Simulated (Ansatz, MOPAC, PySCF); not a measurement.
Pair of molecules: HCl (SMILES Cl) (first 2 atoms) with Si2H6 (SMILES [SiH3][SiH3]); geometry from B3LYP-D3(BJ)/def2-TZVP.
(charge 0, multiplicity 1):
```json
[
 {"atom": "Cl", "x (Å)": "1.0490", "y (Å)": "0.6438", "z (Å)": "-0.3519"},
 {"atom": "H", "x (Å)": "-0.0039", "y (Å)": "0.9067", "z (Å)": "0.3381"},
 {"atom": "Si", "x (Å)": "0.9652", "y (Å)": "-0.5910", "z (Å)": "3.3593"},
 {"atom": "Si", "x (Å)": "-1.1181", "y (Å)": "0.4683", "z (Å)": "3.1579"},
 {"atom": "H", "x (Å)": "2.0587", "y (Å)": "0.3766", "z (Å)": "3.1142"},
 {"atom": "H", "x (Å)": "1.0666", "y (Å)": "-1.7104", "z (Å)": "2.3957"},
 {"atom": "H", "x (Å)": "1.0921", "y (Å)": "-1.1256", "z (Å)": "4.7373"},
 {"atom": "H", "x (Å)": "-1.2354", "y (Å)": "1.5947", "z (Å)": "4.1143"},
 {"atom": "H", "x (Å)": "-2.2250", "y (Å)": "-0.4876", "z (Å)": "3.3987"},
 {"atom": "H", "x (Å)": "-1.3029", "y (Å)": "1.0263", "z (Å)": "1.7897"}
]
```

Monomers are frozen at their geometry in the pair; levels with a basis set take the counterpoise correction. Rows marked so take none.

Frozen-core correlation. Rows in 3-21G, 6-31G* carry no dispersion term and start afresh at each structure (6-31G* with six Cartesian d functions). The state that AM1 reach isn't checked.

Run with Ansatz (Gaussian orbitals); MOPAC for AM1 (differences of heats of formation); PySCF for 3-21G rows, 6-31G* rows, the dispersion terms. Each number belongs to the level named beside it.

```csv
level,interaction energy (kcal/mol)
AM1,0.40
HF/3-21G (no counterpoise),0.08
HF/6-31G*,1.69
SVWN5/def2-TZVPPD,-3.49
r2SCAN/def2-TZVPPD,-1.11
PBE0-D3(BJ)/def2-TZVPPD,-1.98
CAM-B3LYP/def2-TZVPPD,-0.31
wB97X-V/def2-TZVPPD,-1.40
MP2/aug-cc-pV(D+d)Z,?
```

Question: Some entries are withheld; supply them.

Answer: 
- MP2/aug-cc-pV(D+d)Z, interaction energy (kcal/mol): -1.05

Ansatz is a first-principles code.
